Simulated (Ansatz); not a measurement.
`F[Si@H]1N[Si@@H](F)N1`. Charge 0, multiplicity 1.

```tsv
atom	x (Å)	y (Å)	z (Å)
F1	1.0447	-1.0276	2.0645
Si2	0.7231	0.1151	1.0042
N3	-0.9407	0.3349	0.6391
Si4	-0.7134	-0.0657	-1.0155
F5	-1.5069	-1.3486	-1.5232
N6	0.9435	-0.3213	-0.6423
H7	1.4699	1.2860	1.5008
H8	-1.7344	0.6208	1.1779
H9	-1.0307	0.9714	-2.0152
H10	1.7450	-0.5649	-1.1904
```

Q: What are the harmonic wavenumbers in cm⁻¹ at PBE0-D4/def2-TZVP (Ansatz, finite differences of forces, unscaled)? (Best estimate.)

A: The calculation gave: 66, 93, 230, 289, 320, 366, 463, 555, 681, 706, 786, 798, 867, 877, 896, 914, 983, 1000, 1010, 1068, 2276, 2282, 3735, 3738.

Q: Is this a minimum?

A: Yes, all 24 modes are real.

Q: Give the ideal-gas thermochemistry at 298.15 K and 1 bar (rigid rotor, harmonic oscillator; point group C2v, symmetry number 2).

A: Zero-point energy 149.5 kJ/mol; H(298) − E = 171.1 kJ/mol; entropy 349.9 J/(mol·K), of which translation 169.2, rotation 109.9, vibration 70.8; G(298) − E = 66.8 kJ/mol. Modes under 100 cm⁻¹ are hindered rotations or soft bends, so the harmonic entropy is rough.

Q: And at 400, 500, 600, 800 and 1000 K?

A: 
```
T (K)  H − E (kJ/mol)  S (J/mol/K)  G − E (kJ/mol)
  400           184.1        387.2            29.2
  500           198.9        420.2           -11.2
  600           215.1        449.8           -54.7
  800           250.5        500.6          -149.9
 1000           288.6        543.0          -254.4
```
